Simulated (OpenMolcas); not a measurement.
What dynamic correlation does to the levels of Se III

```yaml
Program: OpenMolcas
Basis: ANO-RCC-VQZP [7s6p4d2f1g]
Scalar_Hamiltonian: DKH2, point nucleus
Active_space: 4 electrons in 8 orbitals (4s 4p 5s 5p)
State_averaging: 2S+1 = 3 even, 3 roots; 2S+1 = 1 even, 9 roots; 2S+1 = 5 odd, 1 root; 2S+1 = 3 odd, 9 roots; 2S+1 = 1 odd, 8 roots
Spin-orbit_coupling: state interaction with AMFI integrals over the reference wave functions, term energies averaged over their components
```

Methods on the same reference wave functions:
A. CASSCF
B. SS-CASPT2, IPEA 0.25 Eh, imaginary shift 0.1 Eh (closed shells correlated: 3d)

Energies in cm⁻¹ above 4s² 4p² ³P₀, the measured ground level; measured values from Moore, Atomic Energy Levels, vol. II, NSRDS-NBS 35 (1971 reprint of NBS Circular 467, 1952).

```csv
Level,A,B,Measured
4s² 4p² ³P₀,0.0,0.0,0.0
4s² 4p² ³P₁,1464,1474,1741
4s² 4p² ³P₂,3478,3410,3937
4s² 4p² ¹D₂,16537,12710,13032
4s² 4p² ¹S₀,28038,27300,
4s 4p³ ⁵S°₂,56787,64300,
4s 4p³ ³D°₁,98647,88570,
4s 4p³ ³D°₂,98730,88690,92723
4s 4p³ ³D°₃,99252,89130,
4s 4p³ ³P°₀,110895,105480,106482
4s 4p³ ³P°₁,111136,105670,
4s 4p³ ³P°₂,111535,106020,
```

Deviations, from unrounded energies. A percentage is the sum of absolute deviations over the sum of measured energies, with the sign that they share, or ± where signs differ.

```
                        Against measurement  Levels      A      B
             mean absolute deviation (cm-1)       5   2900   1200
      fine structure of the ground term (%)       2  -13.0  -14.1
other terms of the ground configuration (%)       1  +26.9   -2.5
                   other configurations (%)       2   +5.2   -2.5
```

B lies closest to measurement on these levels. The largest miss of B in the table is 4s 4p³ ³D°₂, by -4000 cm-1. The ranking rests on the paired levels alone, and a cruder setting can come out closer through cancelling errors.

From A to B the spin-free energies of the other terms of 4s² 4p² shown, above ³P, scale by factors of 0.72 to 0.97.

The lowest spin-free term lies below A's lowest term by 0.139 hartree in B.

CASPT2 breaks the degeneracy within a term, and the mean is taken; among the terms shown or strongly mixed into the levels shown the widest spread is 960 cm-1 (4s 4p³ ³D°, B). Over all roots computed the reference weight is 0.84 to 0.98 in B; the roots of lowest weight are the least certain, and an intruder state may touch them. The run also gave levels led by 4s² 4p 5p, which use shells meant for correlation; these and all levels above them are left out. Terms of s pⁿ other than that of highest spin mix with s² pⁿ⁻² d, which this space lacks; all of them can be thousands of cm-1 off, and some have no real level of that name. Measured partners are found by configuration, term and J. A level has none where our copy of the source lacks it or the pairing is in doubt (some pairs that miss far off the trend of their configuration count as doubtful), and it then counts in no deviation. Levels of configurations outside the active space are missing. The table leaves out levels that lie high or whose names do not pair safely across all columns.

° marks odd parity.
